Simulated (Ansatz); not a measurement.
# Molecular dynamics of C3H7B2F

The input (input.yaml):

```yaml
crystal:
  periodic: [false, false, false]
  atoms:
    - { symbol: B, position_ang: [-0.291099, -3.001684, -0.17896] }
    - { symbol: B, position_ang: [0.480044, -1.444013, -0.235551] }
    - { symbol: F, position_ang: [1.800263, -1.392666, -0.541402] }
    - { symbol: C, position_ang: [-0.232549, -0.091761, 0.043803] }
    - { symbol: C, position_ang: [0.41111, 1.108216, -0.002901] }
    - { symbol: C, position_ang: [-0.187363, 2.451375, 0.25165] }
    - { symbol: H, position_ang: [0.317275, -4.034323, -0.404369] }
    - { symbol: H, position_ang: [-1.475529, -3.118992, 0.091176] }
    - { symbol: H, position_ang: [-1.310138, -0.085698, 0.295208] }
    - { symbol: H, position_ang: [1.490081, 1.099978, -0.253704] }
    - { symbol: H, position_ang: [0.339093, 2.963912, 1.087028] }
    - { symbol: H, position_ang: [-1.266633, 2.39568, 0.494013] }
    - { symbol: H, position_ang: [-0.054055, 3.115072, -0.631091] }
basis:
  gaussian: { orbitals: def2-SVP }
hamiltonian:
  xc: pbe
md:
  timestep: 0.5
  n_steps: 200
  ensemble: nve
  temperature: 300.0
  initial_velocities: maxwell_boltzmann
  seed: 4731
```

Run as:

```bash
$ ansatz run input.yaml --threads 2 --pin off --max-ram 3072MiB --backend cpu --events-out ev --progress --plain --runs-dir out
```

It starts at the highest image of a converged band. Of that band: The profile has 2 maxima (images 3, 5) with wells between them (image 4): this band takes more than one step, which may be the mechanism or a detour left from its start path. A vibrational analysis at the climbing image gives one clearly imaginary mode, 224i cm⁻¹: a first-order saddle point.

Output, in part (one step line in 4, the closing report, with atoms numbered from 0):

```
md step     0: t =     0.00 fs  T =   300.0 K  F+E_penalty+E_count = -7279.41276992 eV  E_kin = 0.426558 eV  conserved = -7278.98621192 eV  (30 SCF iters)
md step     4: t =     2.00 fs  T =   205.7 K  F+E_penalty+E_count = -7279.27699211 eV  E_kin = 0.292470 eV  conserved = -7278.98452223 eV  (33 SCF iters)
md step     8: t =     4.00 fs  T =   120.9 K  F+E_penalty+E_count = -7279.15592876 eV  E_kin = 0.171884 eV  conserved = -7278.98404522 eV  (33 SCF iters)
md step    12: t =     6.00 fs  T =   124.9 K  F+E_penalty+E_count = -7279.16287574 eV  E_kin = 0.177657 eV  conserved = -7278.98521835 eV  (33 SCF iters)
md step    16: t =     8.00 fs  T =    96.8 K  F+E_penalty+E_count = -7279.12156524 eV  E_kin = 0.137676 eV  conserved = -7278.98388925 eV  (33 SCF iters)
md step    20: t =    10.00 fs  T =   179.7 K  F+E_penalty+E_count = -7279.24051607 eV  E_kin = 0.255479 eV  conserved = -7278.98503688 eV  (33 SCF iters)
md step    24: t =    12.00 fs  T =   234.9 K  F+E_penalty+E_count = -7279.31971281 eV  E_kin = 0.334043 eV  conserved = -7278.98566987 eV  (33 SCF iters)
md step    28: t =    14.00 fs  T =   159.1 K  F+E_penalty+E_count = -7279.21043089 eV  E_kin = 0.226268 eV  conserved = -7278.98416285 eV  (33 SCF iters)
md step    32: t =    16.00 fs  T =   148.7 K  F+E_penalty+E_count = -7279.19601818 eV  E_kin = 0.211427 eV  conserved = -7278.98459115 eV  (33 SCF iters)
md step    36: t =    18.00 fs  T =   155.8 K  F+E_penalty+E_count = -7279.20677566 eV  E_kin = 0.221548 eV  conserved = -7278.98522720 eV  (33 SCF iters)
md step    40: t =    20.00 fs  T =   130.4 K  F+E_penalty+E_count = -7279.16939781 eV  E_kin = 0.185450 eV  conserved = -7278.98394819 eV  (33 SCF iters)
md step    44: t =    22.00 fs  T =   191.3 K  F+E_penalty+E_count = -7279.25760568 eV  E_kin = 0.271986 eV  conserved = -7278.98561958 eV  (33 SCF iters)
md step    48: t =    24.00 fs  T =   159.7 K  F+E_penalty+E_count = -7279.21165103 eV  E_kin = 0.227011 eV  conserved = -7278.98463987 eV  (33 SCF iters)
md step    52: t =    26.00 fs  T =   134.0 K  F+E_penalty+E_count = -7279.17453896 eV  E_kin = 0.190493 eV  conserved = -7278.98404595 eV  (33 SCF iters)
md step    56: t =    28.00 fs  T =   194.3 K  F+E_penalty+E_count = -7279.26179512 eV  E_kin = 0.276336 eV  conserved = -7278.98545904 eV  (32 SCF iters)
md step    60: t =    30.00 fs  T =   164.8 K  F+E_penalty+E_count = -7279.21914010 eV  E_kin = 0.234343 eV  conserved = -7278.98479712 eV  (33 SCF iters)
md step    64: t =    32.00 fs  T =   139.0 K  F+E_penalty+E_count = -7279.18185866 eV  E_kin = 0.197573 eV  conserved = -7278.98428519 eV  (33 SCF iters)
md step    68: t =    34.00 fs  T =   174.1 K  F+E_penalty+E_count = -7279.23296066 eV  E_kin = 0.247493 eV  conserved = -7278.98546794 eV  (33 SCF iters)
md step    72: t =    36.00 fs  T =   134.4 K  F+E_penalty+E_count = -7279.17511327 eV  E_kin = 0.191051 eV  conserved = -7278.98406251 eV  (33 SCF iters)
md step    76: t =    38.00 fs  T =   179.3 K  F+E_penalty+E_count = -7279.23942211 eV  E_kin = 0.254925 eV  conserved = -7278.98449718 eV  (31 SCF iters)
md step    80: t =    40.00 fs  T =   245.7 K  F+E_penalty+E_count = -7279.33521765 eV  E_kin = 0.349327 eV  conserved = -7278.98589061 eV  (33 SCF iters)
md step    84: t =    42.00 fs  T =   171.5 K  F+E_penalty+E_count = -7279.22810005 eV  E_kin = 0.243913 eV  conserved = -7278.98418716 eV  (33 SCF iters)
md step    88: t =    44.00 fs  T =   157.2 K  F+E_penalty+E_count = -7279.20830971 eV  E_kin = 0.223521 eV  conserved = -7278.98478834 eV  (33 SCF iters)
md step    92: t =    46.00 fs  T =   156.0 K  F+E_penalty+E_count = -7279.20683338 eV  E_kin = 0.221832 eV  conserved = -7278.98500136 eV  (33 SCF iters)
md step    96: t =    48.00 fs  T =   129.0 K  F+E_penalty+E_count = -7279.16729815 eV  E_kin = 0.183426 eV  conserved = -7278.98387260 eV  (33 SCF iters)
md step   100: t =    50.00 fs  T =   212.8 K  F+E_penalty+E_count = -7279.28752216 eV  E_kin = 0.302604 eV  conserved = -7278.98491785 eV  (33 SCF iters)
md step   104: t =    52.00 fs  T =   264.8 K  F+E_penalty+E_count = -7279.36210854 eV  E_kin = 0.376497 eV  conserved = -7278.98561188 eV  (33 SCF iters)
md step   108: t =    54.00 fs  T =   212.7 K  F+E_penalty+E_count = -7279.28659248 eV  E_kin = 0.302431 eV  conserved = -7278.98416156 eV  (33 SCF iters)
md step   112: t =    56.00 fs  T =   220.9 K  F+E_penalty+E_count = -7279.29927555 eV  E_kin = 0.314029 eV  conserved = -7278.98524612 eV  (33 SCF iters)
md step   116: t =    58.00 fs  T =   190.9 K  F+E_penalty+E_count = -7279.25597197 eV  E_kin = 0.271471 eV  conserved = -7278.98450108 eV  (33 SCF iters)
md step   120: t =    60.00 fs  T =   198.3 K  F+E_penalty+E_count = -7279.26606052 eV  E_kin = 0.281966 eV  conserved = -7278.98409485 eV  (33 SCF iters)
md step   124: t =    62.00 fs  T =   289.8 K  F+E_penalty+E_count = -7279.39747281 eV  E_kin = 0.412010 eV  conserved = -7278.98546307 eV  (33 SCF iters)
md step   128: t =    64.00 fs  T =   286.8 K  F+E_penalty+E_count = -7279.39270795 eV  E_kin = 0.407756 eV  conserved = -7278.98495199 eV  (33 SCF iters)
md step   132: t =    66.00 fs  T =   260.7 K  F+E_penalty+E_count = -7279.35491580 eV  E_kin = 0.370630 eV  conserved = -7278.98428570 eV  (33 SCF iters)
md step   136: t =    68.00 fs  T =   289.6 K  F+E_penalty+E_count = -7279.39708543 eV  E_kin = 0.411760 eV  conserved = -7278.98532494 eV  (33 SCF iters)
md step   140: t =    70.00 fs  T =   258.5 K  F+E_penalty+E_count = -7279.35185815 eV  E_kin = 0.367571 eV  conserved = -7278.98428683 eV  (33 SCF iters)
md step   144: t =    72.00 fs  T =   279.6 K  F+E_penalty+E_count = -7279.38219449 eV  E_kin = 0.397596 eV  conserved = -7278.98459816 eV  (33 SCF iters)
md step   148: t =    74.00 fs  T =   309.6 K  F+E_penalty+E_count = -7279.42574315 eV  E_kin = 0.440167 eV  conserved = -7278.98557617 eV  (33 SCF iters)
md step   152: t =    76.00 fs  T =   237.6 K  F+E_penalty+E_count = -7279.32200209 eV  E_kin = 0.337901 eV  conserved = -7278.98410144 eV  (33 SCF iters)
md step   156: t =    78.00 fs  T =   246.7 K  F+E_penalty+E_count = -7279.33546986 eV  E_kin = 0.350826 eV  conserved = -7278.98464405 eV  (33 SCF iters)
md step   160: t =    80.00 fs  T =   283.4 K  F+E_penalty+E_count = -7279.38822063 eV  E_kin = 0.402972 eV  conserved = -7278.98524856 eV  (33 SCF iters)
md step   164: t =    82.00 fs  T =   254.1 K  F+E_penalty+E_count = -7279.34571924 eV  E_kin = 0.361335 eV  conserved = -7278.98438468 eV  (33 SCF iters)
md step   168: t =    84.00 fs  T =   259.8 K  F+E_penalty+E_count = -7279.35440856 eV  E_kin = 0.369392 eV  conserved = -7278.98501643 eV  (33 SCF iters)
md step   172: t =    86.00 fs  T =   223.5 K  F+E_penalty+E_count = -7279.30293354 eV  E_kin = 0.317763 eV  conserved = -7278.98517052 eV  (31 SCF iters)
md step   176: t =    88.00 fs  T =   160.5 K  F+E_penalty+E_count = -7279.21189096 eV  E_kin = 0.228268 eV  conserved = -7278.98362273 eV  (33 SCF iters)
md step   180: t =    90.00 fs  T =   240.4 K  F+E_penalty+E_count = -7279.32714273 eV  E_kin = 0.341821 eV  conserved = -7278.98532169 eV  (33 SCF iters)
md step   184: t =    92.00 fs  T =   269.7 K  F+E_penalty+E_count = -7279.36847355 eV  E_kin = 0.383460 eV  conserved = -7278.98501346 eV  (33 SCF iters)
md step   188: t =    94.00 fs  T =   247.5 K  F+E_penalty+E_count = -7279.33642110 eV  E_kin = 0.351960 eV  conserved = -7278.98446086 eV  (33 SCF iters)
md step   192: t =    96.00 fs  T =   248.2 K  F+E_penalty+E_count = -7279.33815889 eV  E_kin = 0.352945 eV  conserved = -7278.98521436 eV  (32 SCF iters)
md step   196: t =    98.00 fs  T =   184.7 K  F+E_penalty+E_count = -7279.24731997 eV  E_kin = 0.262683 eV  conserved = -7278.98463723 eV  (33 SCF iters)
md step   200: t =   100.00 fs  T =   154.2 K  F+E_penalty+E_count = -7279.20333937 eV  E_kin = 0.219276 eV  conserved = -7278.98406369 eV  (31 SCF iters)
Total energy: -7279.20338011 eV, -267.5057901979 hartree
Atom 0 at    -0.233038    -2.999210    -0.239604 Å, force    -0.049829    -0.896167     0.252814 eV/Å
Atom 1 at     0.398341    -1.428675    -0.213942 Å, force     2.464566    -0.209661    -0.478759 eV/Å
Atom 2 at     1.809812    -1.338844    -0.409312 Å, force    -1.765392    -0.216984     0.087803 eV/Å
Atom 3 at    -0.309200    -0.092229    -0.043181 Å, force    -1.146728    -1.142004     0.581311 eV/Å
Atom 4 at     0.390112     1.036856    -0.026542 Å, force     0.534174     2.380458     0.115523 eV/Å
Atom 5 at    -0.122322     2.447539     0.221701 Å, force    -0.163858    -2.165227     0.013700 eV/Å
Atom 6 at    -1.295127    -3.281653    -0.752530 Å, force    -0.172385     0.097194    -0.239620 eV/Å
Atom 7 at     0.307996    -4.007365     0.238536 Å, force    -0.037718     0.501085     0.011865 eV/Å
Atom 8 at    -1.382284    -0.074410     0.215285 Å, force    -0.124870     0.121200    -0.146030 eV/Å
Atom 9 at     1.466868     0.984307    -0.263699 Å, force     0.118804    -0.072153     0.053327 eV/Å
Atom 10 at     0.441291     2.914620     1.002459 Å, force     0.695570     0.474600     1.272874 eV/Å
Atom 11 at    -1.191764     2.468449     0.473133 Å, force    -0.238680     0.171609    -0.172866 eV/Å
Atom 12 at     0.155246     3.027830    -0.630858 Å, force    -0.113655     0.956051    -1.351943 eV/Å
Dipole moment:    -0.197792     0.471510     0.076108 e Å
```

The run went to its last step. The conserved energy stayed within 0.2 meV per atom of its start (net change 0.17 meV per atom), so the integration is sound. A run of 0.1 ps of so small a system gives no equilibrium averages. The orbitals stay closed-shell, which can raise the energy where a bond breaks towards radicals; this wasn't checked here.

The same pairs are bonded in the first frame and the last. Pairs count as bonded within 1.25 times the sum of covalent radii (0.12 Å more for H–H).

Last frame:

```xyz
13
Properties=species:S:1:pos:R:3
B -0.233 -2.999 -0.240
B 0.398 -1.429 -0.214
F 1.810 -1.339 -0.409
C -0.309 -0.092 -0.043
C 0.390 1.037 -0.026
C -0.122 2.447 0.222
H -1.295 -3.282 -0.752
H 0.308 -4.007 0.238
H -1.382 -0.074 0.215
H 1.467 0.984 -0.264
H 0.441 2.915 1.002
H -1.192 2.468 0.473
H 0.155 3.028 -0.631
```

Run time: 3.7 min on 2 threads of Intel(R) Xeon(R) 6975P-C (Granite Rapids) (shared host), peak memory 0.16 GiB.
